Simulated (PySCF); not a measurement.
A structure optimised at PBE0-D3(BJ)/def2-SVP, used in a PySCF frequency run:

```
Fe
O 1 1.5535
O 1 1.5535 2 109.47
O 1 1.5535 2 109.47 3 -120.00
O 1 1.5535 2 109.47 3 120.00
```
Charge 0, spin multiplicity 1.

### Question
Write its SMILES, formula and point group.

### Answer
[O]=[Fe](=[O])(=[O])=[O], FeO4, Td

### Question
What are its rotational constants (standard atomic weights)?

### Answer
4.9081, 4.9081, 4.9081 GHz
